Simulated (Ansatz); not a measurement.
Cost and result for the atomization energy of CH₄ClFSn, SMILES `F[CH2][SnH2][Cl]` (8 atoms, 7 bonds).

Cartesian coordinates in Å:
```
F 1.006 0.585 1.733
C -0.172 0.154 1.154
Sn 0.158 -0.338 -0.928
Cl -0.504 1.551 -2.135
H -0.913 0.954 1.219
H -0.533 -0.719 1.704
H -0.848 -1.603 -1.472
H 1.804 -0.585 -1.276
```

Total charge 0; spin multiplicity 1. Correlated methods include outer-core shells of Sn, which these sets cover unevenly. Sn: def2 effective core potential. The geometry is a stationary point of PBE0-D4/def2-TZVP. It is one conformer, not always the lowest. Program: Ansatz. All runs use 4 threads of an Arm Neoverse V1 on a shared host. Times are those of one run each, without the atoms' runs, and a repeat can differ threefold. Electronic energies, without spin–orbit coupling; frozen cores. CCSD(T)/CBS adds CCSD(T) − MP2 in def2-TZVPP to the MP2 limit, and its time is that of the two runs behind it. T1 = 0.012. With those shells the extrapolation isn't a true limit. B3LYP takes the VWN-RPA correlation (the form of Gaussian; ORCA's B3LYP/G).

CCSD(T)/CBS is a level of theory with its own doubt, some kJ/mol a heavy atom from the limit and from the frozen cores, so smaller differences don't rank the functionals.

```
                             level  functions  wall time  atomization (kcal/mol)  difference from CCSD(T)/CBS  per bond
   PBE-D4/def2-TZVPP (with forces)        210        2 s                   584.5                          4.4       0.6
                PBE0-D4/def2-TZVPP        210      2.4 s                   573.6                         -6.5      -0.9
 B3LYP-D4/def2-TZVPP (with forces)        210      3.6 s                   571.9                         -8.2      -1.2
r2SCAN-D4/def2-TZVPP (with forces)        210      4.1 s                   576.8                         -3.3      -0.5
                 B2PLYP/def2-TZVPP        210      4.1 s                   565.7                        -14.4      -2.1
                ωB97X-V/def2-TZVPP        210        6 s                   580.7                          0.6       0.1
  ωB97M-V/def2-TZVPP (with forces)        210        9 s                   576.9                         -3.2      -0.5
                    MP2/def2-QZVPP        386       13 s                   577.4                         -2.7      -0.4
                CCSD(T)/def2-TZVPP        210      110 s                   562.6                        -17.5      -2.5
                 CCSD(T)/CBS(def2)          –      2 min                   580.1                          0.0       0.0
```

In def2-TZVPP, CCSD(T) changes the Hartree–Fock value by +153.1 kcal/mol (the triples alone add +9.5 kcal/mol) and MP2 by +157.4 kcal/mol; breaking electron pairs costs correlation energy, which Hartree–Fock lacks. The D4 term adds +6.1 kcal/mol with B3LYP and +3.2 kcal/mol with PBE0; it sums over pairs of atoms, weighted by their polarisabilities, and B3LYP, whose exchange is more repulsive, gets the larger term. From PBE to PBE0 (25 % exact exchange), in def2-TZVPP and without D4, the atomization energy moves by −10.3 kcal/mol: exact exchange takes away binding that semilocal exchange gives to molecules.

Spin–orbit coupling would lower the free Sn atoms strongly, and the atomization energy with them, by more than many differences here. For some Ge, Se and Sn compounds the MP2-based and the directly extrapolated limit differ by 10 to 25 kJ/mol.
